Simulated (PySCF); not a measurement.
# Fractional electron number in Hg (mercury, neutral)

The 6s beta orbital of [Xe] 4f14 5d10 6s2 is emptied in steps (occupation f), with all orbitals relaxed, ending at [Xe] 4f14 5d10 6s1. Computed with PySCF 2.14 in aug-cc-pVTZ-PP with ECP60MDF (6s6p5d3f2g, 88 functions), with a scalar-relativistic core potential. The exact energy is a straight line in f; departures are measured from the line between the end points of the same method.

| f | PBE0 (eV) | r2SCAN (eV) | LC-wPBE (eV) |
| --- | --- | --- | --- |
| 1 | 0.000 | 0.000 | 0.000 |
| 0.9 | -0.236 | -0.300 | -0.007 |
| 0.7 | -0.552 | -0.703 | -0.018 |
| 0.5 | -0.660 | -0.840 | -0.022 |
| 0.3 | -0.556 | -0.707 | -0.020 |
| 0.1 | -0.239 | -0.304 | -0.009 |
| 0 | 0.000 | 0.000 | 0.000 |

```
 method  E(f=0) − E(f=1) (eV)  −ε at f=1 (eV)  −ε at f=0.5 (eV)
   PBE0                10.154           7.542            10.143
 r2SCAN                10.340           7.021            10.326
LC-wPBE                 9.845           9.761             9.839
```

Orbital energy along the path (eV):

```json
{"f": "1", "PBE0": "-7.542", "r2SCAN": "-7.021", "LC-wPBE": "-9.761"}
{"f": "0.9", "PBE0": "-8.055", "r2SCAN": "-7.669", "LC-wPBE": "-9.775"}
{"f": "0.7", "PBE0": "-9.092", "r2SCAN": "-8.986", "LC-wPBE": "-9.806"}
{"f": "0.5", "PBE0": "-10.143", "r2SCAN": "-10.326", "LC-wPBE": "-9.839"}
{"f": "0.3", "PBE0": "-11.205", "r2SCAN": "-11.676", "LC-wPBE": "-9.877"}
{"f": "0.1", "PBE0": "-12.275", "r2SCAN": "-13.039", "LC-wPBE": "-9.922"}
{"f": "0", "PBE0": "-12.807", "r2SCAN": "-13.723", "LC-wPBE": "-9.949"}
```

Reference removal energy between the ground levels: 10.438 eV (measured; NIST Atomic Spectra Database, ionization energies).
